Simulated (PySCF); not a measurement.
F3HOZr, SMILES [OH][Zr]([F])([F])[F], multiplicity 1. Geometry optimised at PBE-D3(BJ)/def2-SVP. The spin state was assumed, not searched. The def2 effective core potentials stand for the cores of Zr; spin–orbit coupling is left out. Other conformers were not sampled.

These are PBE-D3(BJ)/def2-SVP run with PySCF values and carry that method's errors.

Harmonic wavenumbers (cm⁻¹): 154, 154, 166, 166, 169, 273, 273, 656, 676, 676, 743, 3872. Rotational constants (GHz): 2.752, 2.752, 2.722; symmetry number 3.

Task: Work out the zero-point energy and the ideal-gas rigid-rotor harmonic-oscillator thermochemistry at 298.15 K and 1 atm.

Result: ZPE = ½ Σ hcν = ½ × 7977 cm⁻¹ = 47.71 kJ/mol. H − E(el) = 69.44 kJ/mol. Entropy in J/(mol K): translation 172.44, rotation 104.45, vibration 71.54, total 348.43. G − E(el) = -34.44 kJ/mol. Cp = 101.50 J/(mol K).
